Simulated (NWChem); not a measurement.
# C$_{3}$H$_{5}$N; SMILES C(#N)CC

Results from NWChem. Pople sets run with spherical d functions. Each level has its own optimisation; frequencies are unscaled. Brackets give each atom's bonded neighbours.

For level LDA (Slater exchange, VWN5)/def2-SVP:

- lowest (cm⁻¹) = 203
- zero-point energy (kcal/mol) = 45.1

Problem. How do the values read with level B3LYP/6-31G* instead?

Solution. 
| Item | Value |
|---|---|
| lowest (cm⁻¹) | 214 |
| zero-point energy (kcal/mol) | 46.9 |
